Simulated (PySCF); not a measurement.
Electron correlation in P(2+) (phosphorus, charge +2)

[Ne] 3s2 3p1, 2P determinant. All numbers are calculated (PySCF 2.14, the non-relativistic Hamiltonian (point nucleus), in aug-cc-pwCVTZ (8s7p5d3f, 75 functions)). Frozen: 1s2; 11 electrons correlated.

| level | correlation energy (mhartree) |
| --- | --- |
| CCSD | -325.53 |
| (T) | -3.80 |
| CCSD(T) | -329.33 |

Diagnostics: T1 = 0.0076, D1 = 0.0303, largest double amplitude 0.101.

Cost of the coupled-cluster step: about 40 core-seconds, for 11 correlated electrons.

Iterations:

```
CC2 = 0
CCSD nocc = (np.int64(6), np.int64(5)), nmo = (74, 74)
frozen orbitals [[0], [0]]
max_cycle = 100
direct = 0
conv_tol = 1e-08
conv_tol_normt = 1e-06
diis_space = 8
diis_start_cycle = 0
Init t2, MP2 energy = -0.307844805534784
Init E_corr(UCCSD) = -0.307844805542594
cycle = 1  E_corr(UCCSD) = -0.319054520262292  dE = -0.0112097147  norm(t1,t2) = 0.0469996
cycle = 2  E_corr(UCCSD) = -0.323121267433134  dE = -0.00406674717  norm(t1,t2) = 0.0195496
cycle = 3  E_corr(UCCSD) = -0.325548915947461  dE = -0.00242764851  norm(t1,t2) = 0.00901125
cycle = 4  E_corr(UCCSD) = -0.325531179134654  dE = 1.77368128e-05  norm(t1,t2) = 0.00102109
cycle = 5  E_corr(UCCSD) = -0.325529772898047  dE = 1.40623661e-06  norm(t1,t2) = 0.000147258
cycle = 6  E_corr(UCCSD) = -0.325534519037196  dE = -4.74613915e-06  norm(t1,t2) = 3.74304e-05
cycle = 7  E_corr(UCCSD) = -0.325533696271783  dE = 8.22765413e-07  norm(t1,t2) = 8.38387e-06
cycle = 8  E_corr(UCCSD) = -0.325533871090882  dE = -1.74819099e-07  norm(t1,t2) = 2.18393e-06
cycle = 9  E_corr(UCCSD) = -0.325533862604989  dE = 8.48589288e-09  norm(t1,t2) = 4.20857e-07
UCCSD converged
E(UCCSD) = -339.9737833301493  E_corr = -0.3255338626049887
UCCSD(T) correction = -0.00380356353026098
```
